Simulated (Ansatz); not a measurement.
C2H5AlFNS (`CS[C]1(F)[NH][AlH]1`), relaxed with RKS PBE-D4/def2-SVP in the Gaussian-basis code of Ansatz from a rough embedded geometry. The force threshold is 0.03 eV/Å; the program also tests the step.

Charge 0, multiplicity 1.

Start:

```xyz
11

C    -1.047    0.984   -1.385
S     0.569    1.281   -0.655
C     0.302    0.031    0.608
F    -0.748    0.097    1.473
N     0.465   -1.365    0.111
Al    1.895   -0.809    1.326
H    -1.849    1.223   -0.720
H    -1.117   -0.075   -1.795
H    -1.094    1.706   -2.314
H    -0.103   -1.996    0.675
H     2.728   -1.078    2.677
```

Question: How much energy does the relaxation release, and in how many steps? (An estimate is asked.)

Answer: Ansatz gave: 27.36 kcal/mol, in 10 steps.

Question: Which bonds change most? (Estimate.)

Answer: Computed: N5–Al6 from 1.957 to 1.768 Å; C1–H9 from 1.177 to 1.106 Å; C3–N5 from 1.491 to 1.450 Å; C3–F4 from 1.362 to 1.401 Å.

Question: Give the relaxed structure. (Best estimate.)

Answer: Computed: 
```xyz
11

C    -1.038    0.879   -1.483
S     0.470    1.304   -0.539
C     0.314    0.162    0.856
F    -0.837    0.482    1.588
N     0.432   -1.265    0.630
Al    1.845   -0.813    1.591
H    -1.929    0.970   -0.831
H    -0.981   -0.143   -1.909
H    -1.120    1.608   -2.312
H    -0.258   -1.770    0.063
H     3.102   -1.413    2.347
```
